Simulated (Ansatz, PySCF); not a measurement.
Stretching the C4–H6 bond in C2H7B (SMILES BCC) (multiplicity 1 held, fragments rigid). Energies count from the point at 1.097 Å.
Geometry at that point (charge 0, multiplicity 1):
| atom | x (Å) | y (Å) | z (Å) |
|---|---|---|---|
| B | -0.7451 | 1.0097 | 0.7393 |
| H | -1.0555 | 1.2698 | 1.8631 |
| H | -1.1425 | 1.7179 | -0.1381 |
| C | 0.2045 | -0.1837 | 0.4538 |
| C | 0.3821 | -0.6374 | -0.9973 |
| H | -0.0317 | -1.0298 | 1.1103 |
| H | 1.1699 | 0.1762 | 0.8572 |
| H | 0.6743 | 0.1982 | -1.6362 |
| H | -0.5510 | -1.0392 | -1.3976 |
| H | 1.1427 | -1.4149 | -1.0944 |

R- and RO- levels are restricted; in cc, def2 and unpolarised 6-31G sets they are followed outwards from rest. Unrestricted levels (U-) break spin symmetry where that is lower. Levels need not reach the same state.

Rows in 6-31G* carry no dispersion term and start afresh at each structure (6-31G* with six Cartesian d functions).

The values were computed with Ansatz (Gaussian basis) for Hartree–Fock, density functionals and correlated methods; PySCF for 6-31G* rows. 

Energies in kcal/mol.

```json
[
 {"R (Å)": "0.877", "R-r2SCAN/cc-pVTZ": "27.8", "R-B3LYP/6-31G*": "29.4", "R-B3LYP/cc-pVTZ": "27.4", "U-wB97X-V/cc-pVTZ": "28.3"},
 {"R (Å)": "0.987", "R-r2SCAN/cc-pVTZ": "5.5", "R-B3LYP/6-31G*": "6.0", "R-B3LYP/cc-pVTZ": "5.3", "U-wB97X-V/cc-pVTZ": "5.6"},
 {"R (Å)": "1.097", "R-r2SCAN/cc-pVTZ": "0.0", "R-B3LYP/6-31G*": "0.0", "R-B3LYP/cc-pVTZ": "0.0", "U-wB97X-V/cc-pVTZ": "0.0"},
 {"R (Å)": "1.206", "R-r2SCAN/cc-pVTZ": "3.5", "R-B3LYP/6-31G*": "3.3", "R-B3LYP/cc-pVTZ": "3.6", "U-wB97X-V/cc-pVTZ": "3.6"},
 {"R (Å)": "1.316", "R-r2SCAN/cc-pVTZ": "11.7", "R-B3LYP/6-31G*": "11.3", "R-B3LYP/cc-pVTZ": "11.7", "U-wB97X-V/cc-pVTZ": "12.1"},
 {"R (Å)": "1.480", "R-r2SCAN/cc-pVTZ": "27.5", "R-B3LYP/6-31G*": "27.0", "R-B3LYP/cc-pVTZ": "27.5", "U-wB97X-V/cc-pVTZ": "28.7"},
 {"R (Å)": "1.645", "R-r2SCAN/cc-pVTZ": "44.1", "R-B3LYP/6-31G*": "43.5", "R-B3LYP/cc-pVTZ": "44.0", "U-wB97X-V/cc-pVTZ": "46.5"},
 {"R (Å)": "1.919", "R-r2SCAN/cc-pVTZ": "69.1", "R-B3LYP/6-31G*": "68.7", "R-B3LYP/cc-pVTZ": "69.0", "U-wB97X-V/cc-pVTZ": "74.1"},
 {"R (Å)": "2.193", "R-r2SCAN/cc-pVTZ": "89.3", "R-B3LYP/6-31G*": "89.6", "R-B3LYP/cc-pVTZ": "89.4", "U-wB97X-V/cc-pVTZ": "93.7"},
 {"R (Å)": "2.522", "R-r2SCAN/cc-pVTZ": "107.6", "R-B3LYP/6-31G*": "108.9", "R-B3LYP/cc-pVTZ": "108.0", "U-wB97X-V/cc-pVTZ": "103.3"},
 {"R (Å)": "2.961", "R-r2SCAN/cc-pVTZ": "124.1", "R-B3LYP/6-31G*": "127.1", "R-B3LYP/cc-pVTZ": "125.1", "U-wB97X-V/cc-pVTZ": "107.4"},
 {"R (Å)": "3.509", "R-r2SCAN/cc-pVTZ": "136.0", "R-B3LYP/6-31G*": "141.3", "R-B3LYP/cc-pVTZ": "138.1", "U-wB97X-V/cc-pVTZ": "108.7"}
]
```

Doubts at one or more of the structures used: a restricted determinant that unrestricted orbitals would lower (R-r2SCAN/cc-pVTZ, R-B3LYP/6-31G*, R-B3LYP/cc-pVTZ); a spin-contaminated determinant (U-wB97X-V/cc-pVTZ).

Ansatz is a program for electronic structure.
